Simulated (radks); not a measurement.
Q: The mean radii <r> (bohr) of the occupied orbitals of an atom or ion are listed with their occupations. All-electron calculation, non-relativistic Kohn-Sham, revTPSS, spin-polarised, spherical densities, point nucleus; meta-GGA in the generalised Kohn-Sham scheme. Program: a radial shooting solver on a logarithmic mesh with Libxc functionals.

| orbital | occ. | <r> |
|---|---|---|
| 1s up | 1 | 0.07726 |
| 1s down | 1 | 0.07722 |
| 2s up | 1 | 0.3592 |
| 2s down | 1 | 0.3603 |
| 2p up | 3 | 0.3200 |
| 2p down | 2 | 0.3214 |
| 3s up | 1 | 1.090 |
| 3s down | 1 | 1.094 |
| 3p up | 3 | 1.153 |
| 3p down | 3 | 1.159 |
| 4p up | 1 | 3.460 |

Name the element and its charge. Open shells, if any, are filled with parallel spins first.

A: Z = 20, calcium, charge +2: Ca2+ in [He] 2s2 2p5 3s2 3p6 4p1. The 1s radius gives Z: for a bare nucleus <r> = 1.5/Z, 0.075 bohr for Z = 20, and screening makes it slightly larger (0.07726 here). The occupations add up to 18, and the charge is Z minus that.
